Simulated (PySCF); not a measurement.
PtO2, SMILES [O]=[Pt]=[O] (connectivity only; charge and spin as stated), neutral, multiplicity 3. Coordinates come from a B3LYP-D3(BJ)/def2-TZVP optimisation. The spin state was assumed, not searched. The def2 effective core potentials stand for the cores of Pt; spin–orbit coupling is left out.

Computed with B3LYP-D3(BJ)/def2-TZVP in PySCF.

Harmonic wavenumbers (cm⁻¹): 140, 876, 881. Rotational constants (GHz): 52.54, 5.864, 5.275; symmetry number 2.

Question: Work out the zero-point energy and the ideal-gas rigid-rotor harmonic-oscillator thermochemistry at 298.15 K and 1 atm.

Answer: ZPE = ½ Σ hcν = ½ × 1896 cm⁻¹ = 2.71 kcal/mol. H − E(el) = 5.57 kcal/mol. Entropy in cal/(mol K): translation 42.16, rotation 21.43, vibration 3.11, spin 2.18, total 68.89. G − E(el) = -14.97 kcal/mol. Cp = 10.92 cal/(mol K). Modes under 150 cm⁻¹ make the vibrational entropy uncertain.
